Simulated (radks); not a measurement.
Trend from K4+ to Kr4+: ionisation energy by Delta-SCF between NIST ground configurations, and size. All-electron calculation, scalar-relativistic Kohn-Sham, r2SCAN, spin-polarised, spherical densities, finite nucleus; open shells are filled with parallel spins first; meta-GGA in the generalised Kohn-Sham scheme; Fermi nuclear charge, rms radius of each element as measured or else 0.836 A^(1/3) + 0.57 fm. Program: a radial shooting solver on a logarithmic mesh with Libxc functionals.

| species | configuration | IE (eV) | NIST (eV) | kind | outermost | <r> outermost (bohr) |
|---|---|---|---|---|---|---|
| K4+ | [Ne] 3s2 3p3 | 82.698 | 82.7 | semi-emp. | 3p | 1.23 |
| Ca4+ | [Ne] 3s2 3p4 | 83.619 | 84.3 | semi-emp. | 3p | 1.17 |
| Sc4+ | [Ne] 3s2 3p5 | 91.992 | 91.95 | semi-emp. | 3p | 1.09 |
| Ti4+ | [Ar] | 100.05 | 99.30 | exp. | 3p | 1.03 |
| V4+ | [Ar] 3d1 | 64.906 | 65.282 | exp. | 3d | 1.07 |
| Cr4+ | [Ar] 3d2 | 69.029 | 69.46 | semi-emp. | 3d | 1.01 |
| Mn4+ | [Ar] 3d3 | 72.933 | 72.4 | semi-emp. | 3d | 0.958 |
| Fe4+ | [Ar] 3d4 | 76.678 | 75.0 | semi-emp. | 3d | 0.909 |
| Co4+ | [Ar] 3d5 | 80.299 | 79.5 | semi-emp. | 3d | 0.865 |
| Ni4+ | [Ar] 3d6 | 75.237 | 76.1 | semi-emp. | 3d | 0.854 |
| Cu4+ | [Ar] 3d7 | 79.519 | 80 | semi-emp. | 3d | 0.814 |
| Zn4+ | [Ar] 3d8 | 83.546 | 83 | semi-emp. | 3d | 0.777 |
| Ga4+ | [Ar] 3d9 | 87.399 | 86.0 | semi-emp. | 3d | 0.744 |
| Ge4+ | [Ar] 3d10 | 91.122 | 90.50 | exp. | 3d | 0.714 |
| As4+ | [Ar] 3d10 4s1 | 63.407 | 62.8 | exp. | 4s | 1.68 |
| Se4+ | [Ar] 3d10 4s2 | 67.546 | 68.3 | semi-emp. | 4s | 1.59 |
| Br4+ | [Ar] 3d10 4s2 4p1 | 59.084 | 59.60 | exp. | 4p | 1.69 |
| Kr4+ | [Ar] 3d10 4s2 4p2 | 64.629 | 64.7 | semi-emp. | 4p | 1.59 |

Reference values: NIST Atomic Spectra Database (exp. = measured, semi-emp. = semi-empirical, theory = theoretical value adopted there). Open shells are spherical and high-spin; term and fine-structure splittings are not resolved.
